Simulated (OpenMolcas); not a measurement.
## 3d2 ions of rising charge with 6 fluoride ligands in octahedral coordination

```yaml
Program: OpenMolcas
Method: CASSCF
Spin-orbit_coupling: state interaction with AMFI integrals over the reference wave functions
```

The d shell is active. Anionic complexes are neutralised by point charges behind the ligands. Distances were set from a Shannon-type radius of the metal (high-spin where two are listed) plus a fixed donor radius (F 1.31 Å). Ligand basis ANO-RCC-VDZP, DKH2 Hamiltonian. States (labels of O, the rotations of Oh). Energies in cm-1 above the lowest state or level, χT in cm3 K/mol; under a threefold ground state the first gap can be a small split of the lowest multiplet, not the spin-orbit step; 10Dq and B are least-squares fits to the states below 45000 cm-1, weighted by degeneracy, with a free offset, and given where the rms deviation is under 5 % of |10Dq| (or 100 cm-1) and under 700 cm-1. Spin-only χT is S(S+1) / 2 for the spin of the ground state.

```tsv
Ion	Shell	R (Å)	Metal basis	Outer charge (e at Å behind ligand)	Ground state	First state of that spin	10Dq	B (rms of fit)	First gap with spin-orbit (degeneracies)	χT at 300 K	First state of another spin	Spin-only χT
Ti2+	3d2	2.17	ANO-RCC-VDZP	0.67 at 3.2	3T1	3T2 8647	10141	861 (145)	3.3 (2, 3)	1.101	1T2 11941	1.000
V3+	3d2	1.95	ANO-RCC-VTZP	0.5 at 3.2	3T1	3T2 12872	14482	1006 (75)	5.6 (2, 3)	0.891	1T2 14186	1.000
Cr4+	3d2	1.86	ANO-RCC-VDZP	0.33 at 2.4	3T1	3T2 17316	18628	1035 (390)	8.0 (2, 3)	0.713	1T2 15136	1.000
```

The rows also differ in their metal basis and outer charges, so part of each step comes from that.

|10Dq| changes by factors of 14482 / 10141 = 1.43 from Ti2+ to V3+, 18628 / 14482 = 1.29 from V3+ to Cr4+.

B goes from 861 cm-1 (Ti2+) to 1035 cm-1 (Cr4+). In real complexes covalency offsets the rise of B with charge, which this model largely misses.

χT departs most from the spin-only value for Cr4+, by -0.287 cm3 K/mol.

An orbital triplet at a regular site is open to Jahn-Teller coupling, which can distort the site and quench the lowest spin-orbit gaps and is left out. Without dynamic correlation the repulsion within the d shell is too large (B by tens of per cent), so at a given field states of lower spin stand too high. Ligand-to-metal charge-transfer states are missing. With no ligand orbital active B as a rule stays too high, so bands that hang on it stand too high and its fall with covalency is understated. With metal d orbitals alone and no dynamic correlation the field as a rule comes out too small, by tens of per cent, by up to half for chloride and softer ligands. The least metal-like active orbital is 81 % on the metal (Löwdin) and no ligand orbital is active, so the numbers are rough (holds for Cr4+). No measured value stands beside these numbers; the geometry was imposed, not optimised, and the real ion may take another.
